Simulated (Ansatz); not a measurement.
`O[SiH2][Al]([OH])[OH]`, relaxed with RKS PBE0-D4/def2-TZVP in Ansatz 0.2.0 from a PBE-D4/def2-SVP geometry. The force threshold is 0.005 eV/Å; the program also tests the step.

Charge 0, multiplicity 1.

Start:

```xyz
10

O    -1.717    1.571   -1.067
Si   -0.056    1.308   -0.826
Al    0.398   -0.662    0.567
O     1.203   -1.991   -0.172
O    -0.155   -0.642    2.195
H    -2.183    0.831   -1.491
H     0.429    2.568   -0.162
H     0.687    1.191   -2.141
H     1.456   -2.832    0.238
H    -0.062   -1.342    2.859
```

```json
{"step": "1", "energy (eV)": "-20691.5510", "largest force (eV/Å)": "0.894", "largest move (Å)": "0.000"}
{"step": "2", "energy (eV)": "-20691.5976", "largest force (eV/Å)": "0.446", "largest move (Å)": "0.038"}
{"step": "3", "energy (eV)": "-20691.6088", "largest force (eV/Å)": "0.217", "largest move (Å)": "0.051"}
{"step": "4 (rejected)", "energy (eV)": "-20691.6075", "largest force (eV/Å)": "0.469", "largest move (Å)": "0.029"}
{"step": "5", "energy (eV)": "-20691.6121", "largest force (eV/Å)": "0.046", "largest move (Å)": "0.014"}
{"step": "6", "energy (eV)": "-20691.6124", "largest force (eV/Å)": "0.051", "largest move (Å)": "0.024"}
{"step": "7", "energy (eV)": "-20691.6127", "largest force (eV/Å)": "0.009", "largest move (Å)": "0.009"}
{"step": "8", "energy (eV)": "-20691.6127", "largest force (eV/Å)": "0.003", "largest move (Å)": "0.006"}
{"step": "9", "energy (eV)": "-20691.6127", "largest force (eV/Å)": "0.007", "largest move (Å)": "0.005"}
{"step": "10", "energy (eV)": "-20691.6128", "largest force (eV/Å)": "0.019", "largest move (Å)": "0.020"}
{"step": "11 (rejected)", "energy (eV)": "-20691.6119", "largest force (eV/Å)": "0.173", "largest move (Å)": "0.123"}
{"step": "13", "energy (eV)": "-20691.6131", "largest force (eV/Å)": "0.137", "largest move (Å)": "0.064"}
{"step": "15", "energy (eV)": "-20691.6166", "largest force (eV/Å)": "0.176", "largest move (Å)": "0.118"}
{"step": "17 (rejected)", "energy (eV)": "-20691.6075", "largest force (eV/Å)": "0.250", "largest move (Å)": "0.092"}
{"step": "19", "energy (eV)": "-20691.6227", "largest force (eV/Å)": "0.082", "largest move (Å)": "0.098"}
{"step": "21", "energy (eV)": "-20691.6319", "largest force (eV/Å)": "0.323", "largest move (Å)": "0.070"}
{"step": "23", "energy (eV)": "-20691.6482", "largest force (eV/Å)": "0.558", "largest move (Å)": "0.195"}
{"step": "25", "energy (eV)": "-20691.6775", "largest force (eV/Å)": "0.068", "largest move (Å)": "0.200"}
{"step": "27", "energy (eV)": "-20691.6873", "largest force (eV/Å)": "0.055", "largest move (Å)": "0.140"}
{"step": "29", "energy (eV)": "-20691.6894", "largest force (eV/Å)": "0.012", "largest move (Å)": "0.055"}
{"step": "31", "energy (eV)": "-20691.6903", "largest force (eV/Å)": "0.076", "largest move (Å)": "0.049"}
{"step": "33", "energy (eV)": "-20691.6905", "largest force (eV/Å)": "0.004", "largest move (Å)": "0.005"}
```

End:

```xyz
10

O    -1.555    1.737   -0.695
Si   -0.042    1.178   -1.086
Al    0.450   -0.703    0.390
O     1.888   -1.594    0.363
O    -0.854   -0.985    1.443
H    -1.998    1.268    0.014
H     0.941    2.289   -0.942
H    -0.020    0.794   -2.526
H     2.128   -2.334    0.917
H    -0.937   -1.652    2.122
```

Hardware: 4 threads of an Arm Neoverse V2 on a shared host. Wall time 79 s, peak host memory 0.48 GiB.
